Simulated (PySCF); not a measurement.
**From computed data to an observable: entropy of an ideal gas**

ClH₅N₂Si, SMILES Cl[SiH](N)N.

Geometry: PBE0-D3(BJ)/def2-SVP. One conformer was computed; it need not be the lowest.

PBE0-D3(BJ)/def2-SVP (PySCF 2.14.0) gives the harmonic wavenumbers 202, 213, 264, 303, 339, 399, 444, 519, 745, 774, 833, 894, 904, 967, 1525, 1536, 2249, 3612, 3624, 3717, 3733 cm⁻¹ and the rotational temperatures 0.3062, 0.1545, 0.1143 K. The molar mass is 96.59 g/mol, the symmetry number 1, the spin multiplicity 1.

Problem. Work out the entropy at 298.15 K and 1 atm in the rigid-rotor, harmonic-oscillator model.

Solution. 
Translation (Sackur–Tetrode at 1 atm): S = R[1.5 ln M + 2.5 ln T − 1.16487] = 165.7 J/(mol K).
Rotation: q = (√π/σ) T^1.5/√(θA θB θC) = 124000, S = R[ln q + 3/2] = 110.0 J/(mol K).
Vibration: with u = 1.4388 ν/T, each mode gives R[u/(e^u − 1) − ln(1 − e^−u)]:
```json
[
 {"ν (cm⁻¹)": "202", "modes": "1", "u": "0.97", "S (J/(mol K))": "8.85"},
 {"ν (cm⁻¹)": "213", "modes": "1", "u": "1.03", "S (J/(mol K))": "8.44"},
 {"ν (cm⁻¹)": "264", "modes": "1", "u": "1.27", "S (J/(mol K))": "6.84"},
 {"ν (cm⁻¹)": "303", "modes": "1", "u": "1.46", "S (J/(mol K))": "5.86"},
 {"ν (cm⁻¹)": "339", "modes": "1", "u": "1.64", "S (J/(mol K))": "5.09"},
 {"ν (cm⁻¹)": "399", "modes": "1", "u": "1.93", "S (J/(mol K))": "4.04"},
 {"ν (cm⁻¹)": "444", "modes": "1", "u": "2.14", "S (J/(mol K))": "3.41"},
 {"ν (cm⁻¹)": "519", "modes": "1", "u": "2.50", "S (J/(mol K))": "2.56"},
 {"ν (cm⁻¹)": "745", "modes": "1", "u": "3.60", "S (J/(mol K))": "1.08"},
 {"ν (cm⁻¹)": "774", "modes": "1", "u": "3.74", "S (J/(mol K))": "0.96"},
 {"ν (cm⁻¹)": "833", "modes": "1", "u": "4.02", "S (J/(mol K))": "0.76"},
 {"ν (cm⁻¹)": "894", "modes": "1", "u": "4.31", "S (J/(mol K))": "0.60"},
 {"ν (cm⁻¹)": "904", "modes": "1", "u": "4.36", "S (J/(mol K))": "0.58"},
 {"ν (cm⁻¹)": "967", "modes": "1", "u": "4.67", "S (J/(mol K))": "0.45"},
 {"ν (cm⁻¹)": "1525", "modes": "1", "u": "7.36", "S (J/(mol K))": "0.04"},
 {"ν (cm⁻¹)": "1536", "modes": "1", "u": "7.41", "S (J/(mol K))": "0.04"}
]
```
The stiffer modes add less than 0.005 each. Sum 49.6 J/(mol K).
Spin: R ln 1 = 0.0 J/(mol K).
Total 325.3 J/(mol K); the program's own thermochemistry gives 325.3. Translation makes up 51 % and vibration 15 %. Anharmonicity, hindered rotation and orbital degeneracy are left out.
